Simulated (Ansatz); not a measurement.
BFH$_{4}$O$_{2}$Si, SMILES `B[Si](O)(O)F`. Total charge 0; spin multiplicity 1. The geometry is a stationary point of PBE0-D4/def2-TZVP. It is one conformer, not always the lowest.

```xyz
9

B    -0.129    1.302    0.981
Si   -0.105   -0.386   -0.101
O     1.274   -0.656   -0.946
O    -1.319   -0.406   -1.182
F    -0.268   -1.583    0.955
H    -1.081    2.020    1.026
H     0.829    1.613    1.626
H     2.069   -0.868   -0.455
H    -1.270   -1.037   -1.903
```

Task: What is the dipole moment at PBE/def2-TZVPP? (Estimate.)

Result: The calculation gave: 1.37 D, with components (1.31, -0.04, -0.38) D in this frame, pointing from negative to positive charge.

Task: And with r2SCAN, B3LYP, ωB97M-V? (An estimate is asked.)

Result: The calculation gave: r2SCAN 1.39 D, B3LYP 1.38 D, ωB97M-V 1.38 D.

Task: Give the Mulliken charges with PBE, ωB97M-V, r2SCAN in def2-TZVPP. (Best estimate.)

Result: Computed: 
| atom | PBE | ωB97M-V | r2SCAN |
| --- | --- | --- | --- |
| B1 | -0.13 | -0.23 | -0.10 |
| Si2 | 0.63 | 0.74 | 0.79 |
| O3 | -0.34 | -0.37 | -0.41 |
| O4 | -0.35 | -0.38 | -0.41 |
| F5 | -0.27 | -0.31 | -0.32 |
| H6 | 0.05 | 0.10 | 0.03 |
| H7 | 0.04 | 0.09 | 0.01 |
| H8 | 0.19 | 0.18 | 0.21 |
| H9 | 0.19 | 0.18 | 0.21 |

B3LYP here is the variant with VWN-RPA as its local correlation; programs differ in this.
